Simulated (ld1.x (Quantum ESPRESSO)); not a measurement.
# Before and after: TM potential for argon

```json
{
  "Element": "argon",
  "Generator": "ld1.x (Quantum ESPRESSO) 7.5",
  "Type": "norm-conserving Troullier–Martins (Kleinman–Bylander form)",
  "Functional": "PBE",
  "Relativity": "non-relativistic",
  "Frozen core": "[Ne]",
  "Valence charge": "8",
  "Reference configuration": "3s2 3p6",
  "Partial waves": "3s (bound): rc 1.10 bohr; 3p (bound): rc 1.45 bohr",
  "Local potential": "all-electron potential smoothed inside 1.40 bohr (lloc = -1)",
  "Core correction": "a·sin(br)/r model core, default radius (core density twice the valence density)"
}
```

Change: local potential all-electron potential smoothed inside 1.00 bohr (lloc = -1).

Cutoffs: the cutoffs (Ry, on a coarse ladder) from which the occupation-weighted sum of valence levels, in a spherical-Bessel basis at the reference potential, stays within 10 and 1 mRy of its value at 400 Ry; they do not see the model core or the augmentation charge, which bear on the density cutoff. Errors are all-electron minus pseudo energies relative to the spin-unpolarised reference configuration.

**Question.** What does the change do?

**Answer.** The potential gets neither clearly harder nor softer (60 Ry and 100 Ry → 60 Ry and 100 Ry); of the 6 tests that both files solve, the error grows in 5 and shrinks in 0 by more than 15 % and 0.3 meV (median size 21.3 → 25.6 meV); the range in which the s phases agree narrows (upper end 4.0 → 2.4); neither file shows a bound ghost.

| quantity | base | changed |
| --- | --- | --- |
| cutoff, loose | 60 Ry | 60 Ry |
| cutoff, tight | 100 Ry | 100 Ry |
| bound ghosts | none | none |
| error for 3s2 3p5, meV [ΔE 16.07 eV] | +5.6 | +6.7 |
| error for 3s2 3p4, meV [ΔE 44.74 eV] | +34 | +41 |
| error for 3s2 3p3, meV [ΔE 87.33 eV] | +110 | +131 |
| error for 3s1 3p6, meV [ΔE 30.43 eV] | +8.3 | +10 |
| error for 3s2 3p2, meV [ΔE 144.96 eV] | +264 | +315 |
| error for 3s2 3p5.5, meV [ΔE 6.56 eV] | +1.1 | +1.3 |
| s: phases at 1.59 bohr within 0.05 rad from the reference energy up to (Ry; the scan ends near 5) | 4.0 | 2.4 |
| p: phases at 1.59 bohr within 0.05 rad from the reference energy up to (Ry; the scan ends near 5) | to the end of the scan | to the end of the scan |
